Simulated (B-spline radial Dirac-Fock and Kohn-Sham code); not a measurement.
**S⁶⁺: scattering cross sections and density moments**

System: the S⁶⁺ ion in the configuration [He] 2s2 2p6, inside a Watson sphere of charge -6 and radius 2.2 Å (a model of the Madelung potential; inside it an electron's potential energy is raised by 39.3 eV).

The run's input, task.json:

```json
{"items": [{
  "Z": 16,
  "q": 6,
  "cfg": [[1, 0, 2], [2, 0, 2], [2, 1, 6]],
  "A": 32,
  "rrms": 3.2611,
  "watson": [-6, 2.2],
  "do": ["scatter"],
  "s": [0.0, 0.05, 0.1, 0.15, 0.2, 0.25, 0.3, 0.35, 0.4, 0.45, 0.5, 0.6, 0.7, 0.8, 0.9, 1.0, 1.1, 1.2, 1.4, 1.6, 1.8, 2.0, 2.5, 3.0, 3.5, 4.0, 5.0, 6.0],
  "pz": [0, 0.1, 0.14, 0.19, 0.26, 0.36, 0.5, 0.69, 0.96, 1.3, 1.8, 2.5, 3.5, 4.8, 6.7, 9.2, 13.0, 18.0, 24.0, 33.0, 46.0],
  "hv_scatter": [2000, 5000, 8047.8, 10000, 17479.3, 100000, 200000, 1000000]
}]}
```

Command: `python xray_run.py task.json out`

Level of theory: Dirac-Fock densities; an atomic code on a B-spline grid.

| Quantity | Value |
| --- | --- |
| Sum of ⟨r⟩ | 3.746 bohr |
| Sum of ⟨r²⟩ | 1.959 bohr² |
| Sum of ⟨1/r⟩ | 55.494 per bohr |
| Langevin diamagnetic susceptibility | -1.55 × 10⁻⁶ cm³/mol |
| Lamb shielding (α²/3)Σ⟨1/r⟩ | 985.0 ppm |

Coherent scattering is the Thomson cross section weighted by f₀², without anomalous dispersion; incoherent scattering is Klein-Nishina weighted by S. The Lamb formula is the non-relativistic shielding expression. Electron correlation is left out.

```csv
hν (keV),coherent (b),incoherent (b),incoherent per electron (b)
2,64.10,0.1416,0.0142
5,53.59,0.7679,0.0768
8.0478,40.47,1.603,0.160
10,33.14,2.113,0.211
17.4793,16.45,3.477,0.348
100,0.9460,4.652,0.465
200,0.2540,3.985,0.399
1000,0.01053,2.109,0.211
```

Incoherent scattering overtakes coherent scattering between 17.4793 and 100 keV.

Values without a named source are computed, but for edge energies of neutral atoms, which are taken from tables.
